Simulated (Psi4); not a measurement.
C2H6N (SMILES CC[NH-]), charge -1, singlet, at a GFN2-xTB geometry (a gas-phase anion, which may not be bound at this level); Psi4 with PBE/6-311G**.

Input for Psi4:
```
memory 2 GB

molecule {
-1 1
C     1.19119079   -0.38292669    0.00717213
C    -0.13122655    0.52167957    0.02064457
N    -1.34791120   -0.10755068    0.08388981
H     2.09946740    0.22915829    0.01714482
H     1.19406526   -1.03706791    0.87919469
H     1.20063277   -1.00631015   -0.88849714
H     0.06822949    1.23865150   -0.89692383
H    -0.02730219    1.17890666    0.90869617
H    -1.45949966   -0.68300083   -0.77374348
}

set {
  basis 6-311g**
}

energy('pbe')
print_variables()
```

Question: Write the output that Psi4 gives for this input, abridged.

Answer: 
```
   => Loading Basis Set <=

    Name: 6-311G**
    Role: ORBITAL
    Keyword: BASIS

         ---------------------------------------------------------
                                   SCF
               by Justin Turney, Rob Parrish, Andy Simmonett
                          and Daniel G. A. Smith
                              RKS Reference
         ---------------------------------------------------------

  ==> Geometry <==

    Molecular point group: c1
    Full point group: C1

    Geometry (in Angstrom), charge = -1, multiplicity = 1:

       Center              X                  Y                   Z               Mass
    ------------   -----------------  -----------------  -----------------  -----------------
         C            1.260558963474    -0.384713491006    -0.009819592010    12.000000000000
         C           -0.061858376526     0.519892768994     0.003652847990    12.000000000000
         N           -1.278543026526    -0.109337481006     0.066898087990    14.003074004430
         H            2.168835573474     0.227371488994     0.000153097990     1.007825032230
         H            1.263433433474    -1.038854711006     0.862202967990     1.007825032230
         H            1.270000943474    -1.008096951006    -0.905488862010     1.007825032230
         H            0.137597663474     1.236864698994    -0.913915552010     1.007825032230
         H            0.042065983474     1.177119858994     0.891704447990     1.007825032230
         H           -1.390131486526    -0.684787631006    -0.790735202010     1.007825032230

  Running in c1 symmetry.

  Rotational constants: A =      1.20169  B =      0.29848  C =      0.26870 [cm^-1]
  Rotational constants: A =  36025.72803  B =   8948.27800  C =   8055.29125 [MHz]
  Nuclear repulsion =   75.069422257083247

  Charge       = -1
  Multiplicity = 1
  Electrons    = 26
  Nalpha       = 13
  Nbeta        = 13

  ==> Algorithm <==

  SCF Algorithm Type is DF.
  DIIS enabled.
  MOM disabled.
  Fractional occupation disabled.
  Guess Type is SAD.
  Energy threshold   = 1.00e-06
  Density threshold  = 1.00e-06
  Integral threshold = 1.00e-12

  ==> Primary Basis <==

  Basis Set: 6-311G**
    Blend: 6-311G**
    Number of shells: 48
    Number of basis functions: 90
    Number of Cartesian functions: 93
    Spherical Harmonics?: true
    Max angular momentum: 2

  ==> DFT Potential <==

   => LibXC <=

    Version 7.1.2
[...]
   @DF-RKS iter   5:  -134.35520776734651   -8.39291e-02   9.30373e-04 DIIS/ADIIS
   @DF-RKS iter   6:  -134.35754422601528   -2.33646e-03   4.16404e-04 DIIS/ADIIS
   @DF-RKS iter   7:  -134.35813402344070   -5.89797e-04   1.06779e-04 DIIS/ADIIS
   @DF-RKS iter   8:  -134.35818156934562   -4.75459e-05   1.87593e-05 DIIS
   @DF-RKS iter   9:  -134.35818330227755   -1.73293e-06   2.50965e-06 DIIS
   @DF-RKS iter  10:  -134.35818333523508   -3.29575e-08   4.21871e-07 DIIS
  Energy and wave function converged.

  ==> Post-Iterations <==

   Electrons on quadrature grid:
      Ntotal   =   25.9999949342 ; deviation = -5.066e-06

    Orbital Energies [Eh]
    ---------------------

    Doubly Occupied:

[...]
      13A      0.115381

    Virtual:

[...]
    Final Occupation by Irrep:
              A
    DOCC [    13 ]
    NA   [    13 ]
    NB   [    13 ]

  @DF-RKS Final Energy:  -134.35818333523508

   => Energetics <=

    Nuclear Repulsion Energy =             75.0694222570832466
    One-Electron Energy =                -335.1713036495564211
    Two-Electron Energy =                 145.7726178307096916
    DFT Exchange-Correlation Energy =     -20.0289197734716176
    Empirical Dispersion Energy =           0.0000000000000000
    VV10 Nonlocal Energy =                  0.0000000000000000
    Total Energy =                       -134.3581833352350827

Computation Completed

Properties will be evaluated at   0.000000,   0.000000,   0.000000 [a0]

Properties computed using the SCF density matrix

 Multipole Moments:

 ------------------------------------------------------------------------------------
     Multipole            Electronic (a.u.)      Nuclear  (a.u.)        Total (a.u.)
 ------------------------------------------------------------------------------------

 L = 1.  Multiply by 2.5417464519 to convert [e a0] to [Debye]
 Dipole X            :         -2.3571498            3.2771715            0.9200217
 Dipole Y            :         -0.0325956           -0.0844140           -0.1170095
 Dipole Z            :          0.6026902           -0.8027423           -0.2000521
 Magnitude           :                                                    0.9487634

 ------------------------------------------------------------------------------------

  Variable Map:
  ----------------------------------------------------------------------------
[...]
  Array Variable Map:
  ----------------------------------------------------------------------------
[...]
[...]
```
